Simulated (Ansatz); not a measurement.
Computed with Ansatz on PBE0-D4/def2-TZVP structures; ΔE is electronic, products minus reactants. CCSD(T)/CBS adds triple-zeta CCSD(T) − MP2 to the extrapolated MP2 energy (def2 sets, frozen cores). One conformer a species, not always the lowest.

Reaction (ligand exchange at the Si–C bond): `OB(O)OC[SiH3]` + `COB(N)O` → `COB(N)O[SiH3]` + `COB(O)O`

`OB(O)OC[SiH3]`:

Z-matrix (Å, degrees):
```
C
O 1 1.414
Si 1 1.892 2 108.8
H 1 1.100 2 111.3 3 -120.1
H 1 1.100 2 111.3 3 120.2
B 2 1.367 1 121.1 3 179.9
H 3 1.488 1 108.1 2 -179.9
H 3 1.484 1 109.9 2 -60.5
H 3 1.484 1 109.9 2 60.6
O 6 1.360 2 116.5 1 -179.9
O 6 1.372 2 124.2 1 0.1
H 10 0.959 6 111.7 2 -180.0
H 11 0.959 6 114.3 2 0.1
```

`COB(N)O`:

Cartesian coordinates in Å:
```
C -1.185 -0.222 -1.026
O -0.156 0.678 -0.708
B 0.691 0.437 0.348
N 0.598 -0.700 1.176
O 1.675 1.359 0.602
H -1.895 -0.331 -0.198
H -1.724 0.170 -1.889
H -0.791 -1.211 -1.286
H -0.086 -1.424 1.067
H 1.235 -0.840 1.938
H 1.638 2.084 -0.025
```

`COB(N)O[SiH3]`:

```xyz
14

C    -2.111    0.945   -0.525
O    -0.807    1.472   -0.446
B     0.248    0.666   -0.121
N     1.529    1.249   -0.049
O     0.027   -0.672    0.124
Si    0.916   -1.964    0.581
H    -2.778    1.757   -0.814
H    -2.439    0.541    0.437
H    -2.178    0.148   -1.272
H     1.670    2.224   -0.238
H     2.364    0.736    0.163
H     2.373   -1.649    0.560
H     0.535   -2.369    1.957
H     0.652   -3.084   -0.356
```

`COB(O)O`:

Z-matrix (Å, degrees):
```
C
O 1 1.413
H 1 1.090 2 107.6
H 1 1.093 2 111.2 3 119.5
H 1 1.093 2 111.2 3 -119.5
B 2 1.361 1 120.2 3 -180.0
O 6 1.366 2 120.6 1 0.0
O 6 1.368 2 119.6 1 -180.0
H 7 0.959 6 111.8 2 180.0
H 8 0.960 6 111.8 2 0.0
```

```json
{"species": "`OB(O)OC[SiH3]`", "MP2/def2-TZVPP energy (Eh)": "-581.54467"}
{"species": "`COB(N)O`", "MP2/def2-TZVPP energy (Eh)": "-271.44682"}
{"species": "`COB(N)O[SiH3]`", "MP2/def2-TZVPP energy (Eh)": "-561.71161"}
{"species": "`COB(O)O`", "MP2/def2-TZVPP energy (Eh)": "-291.32707"}
```

Task: Work out ΔE.

Result: ΔE = (-561.71161) + (-291.32707) − (-581.54467) − (-271.44682) = -0.04719 Eh = -123.9 kJ/mol. CCSD(T)/CBS gives -121.4 kJ/mol.

Largest T1 diagnostic among the species: 0.012.

In def2-TZVPP, CCSD(T) changes the Hartree–Fock value by +23.3 kJ/mol (the triples alone add +3.1 kJ/mol) and MP2 by +20.5 kJ/mol. From PBE to PBE0 (25 % exact exchange), in def2-TZVPP and without D4, ΔE moves by −6.9 kJ/mol.
